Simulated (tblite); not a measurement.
Species: C4H11BFP.
Atom-mapped SMILES: `[CH3:1][C@H:2]([F:3])[CH2:4][CH2:5][BH:6][PH2:7]` (hydrogens: H8, H9, H10 on C1; H11 on C2; H12, H13 on C4; H14, H15 on C5; H16 on B6; H17, H18 on P7)

Computed with GFN2-xTB (tblite), gas phase: Langevin dynamics at 300 K from the optimised GFN2-xTB geometry, time step 0.5 fs, friction 0.01 fs⁻¹, 2000 steps. The instantaneous temperature is 2·E(kin)/(3Nk) with all 3N coordinates.

| t (fs) | T (K) | E(pot) above start (eV) | C1–C2 (Å) | C2–F3 (Å) | C2–C4 (Å) | C4–C5 (Å) | C5–B6 (Å) | C1–H8 (Å) | C1–C2–C4–C5 (°) |
| --- | --- | --- | --- | --- | --- | --- | --- | --- | --- |
| 0 | 254 | 0.000 | 1.521 | 1.391 | 1.528 | 1.536 | 1.586 | 1.086 | 64 |
| 50 | 218 | 0.361 | 1.496 | 1.407 | 1.549 | 1.555 | 1.594 | 1.050 | 67 |
| 100 | 235 | 0.568 | 1.501 | 1.373 | 1.550 | 1.514 | 1.590 | 1.117 | 67 |
| 150 | 316 | 0.550 | 1.492 | 1.458 | 1.550 | 1.480 | 1.559 | 1.073 | 75 |
| 200 | 257 | 0.551 | 1.536 | 1.373 | 1.535 | 1.603 | 1.563 | 1.076 | 71 |
| 250 | 416 | 0.442 | 1.509 | 1.432 | 1.565 | 1.504 | 1.609 | 1.078 | 68 |
| 300 | 323 | 0.610 | 1.546 | 1.386 | 1.531 | 1.507 | 1.654 | 1.088 | 54 |
| 350 | 329 | 0.598 | 1.550 | 1.370 | 1.539 | 1.520 | 1.565 | 1.100 | 73 |
| 400 | 291 | 0.700 | 1.528 | 1.429 | 1.522 | 1.555 | 1.616 | 1.108 | 48 |
| 450 | 198 | 0.602 | 1.529 | 1.381 | 1.566 | 1.529 | 1.637 | 1.091 | 67 |
| 500 | 241 | 0.490 | 1.529 | 1.386 | 1.508 | 1.535 | 1.559 | 1.091 | 71 |
| 550 | 226 | 0.646 | 1.556 | 1.354 | 1.524 | 1.555 | 1.565 | 1.095 | 52 |
| 600 | 304 | 0.596 | 1.568 | 1.385 | 1.570 | 1.555 | 1.541 | 1.078 | 52 |
| 650 | 278 | 0.557 | 1.510 | 1.466 | 1.548 | 1.554 | 1.613 | 1.096 | 55 |
| 700 | 289 | 0.638 | 1.522 | 1.343 | 1.529 | 1.489 | 1.648 | 1.059 | 59 |
| 750 | 298 | 0.691 | 1.507 | 1.344 | 1.533 | 1.579 | 1.566 | 1.135 | 55 |
| 800 | 261 | 0.697 | 1.566 | 1.469 | 1.503 | 1.499 | 1.608 | 1.073 | 46 |
| 850 | 351 | 0.525 | 1.538 | 1.434 | 1.463 | 1.585 | 1.574 | 1.085 | 54 |
| 900 | 346 | 0.724 | 1.528 | 1.357 | 1.568 | 1.502 | 1.621 | 1.072 | 66 |
| 950 | 345 | 0.693 | 1.506 | 1.403 | 1.548 | 1.527 | 1.617 | 1.119 | 62 |
| 1000 | 292 | 0.654 | 1.641 | 1.433 | 1.552 | 1.536 | 1.625 | 1.084 | 72 |

**Question.** From 500 fs on, how do temperature and potential energy compare with equipartition?

**Answer.** The mean temperature of these 11 frames is 294 K against the target 300 K, and the mean potential energy 0.63 eV against 48 × kT/2 = 0.62 eV for 48 classical harmonic modes. For 18 atoms in a canonical ensemble the temperature itself scatters by T·√(2/(3N)) = 58 K; here its standard deviation is 40 K. The whole run lasts only 10 friction times of 100 fs, so these averages carry a wide statistical error.

**Question.** What are the kinetic and total energies of the listed frame with the highest potential energy?

**Answer.** The one at 900 fs, 0.724 eV above the start. Its kinetic energy is 3NkT/2 = 0.804 eV at 346 K, so the sum is 1.53 eV; over the listed frames the sum runs from 0.59 to 1.53 eV, since the thermostat adds and removes energy.

**Question.** How much do the listed bonds fluctuate from 500 fs on?

**Answer.** 
```csv
bond,at the start (Å),mean (Å),standard deviation (Å)
C1–C2,1.521,1.543,0.038
C2–F3,1.391,1.398,0.045
C2–C4,1.528,1.531,0.030
C4–C5,1.536,1.538,0.030
C5–B6,1.586,1.594,0.033
C1–H8,1.086,1.090,0.021
```

The motion is classical and holds no zero-point motion.

What follows is the cost of the whole dynamics run. Hardware: one thread, AMD EPYC 7R43 (x86_64), on a shared host. Cost: 22 s, 0.19 GiB resident at most.
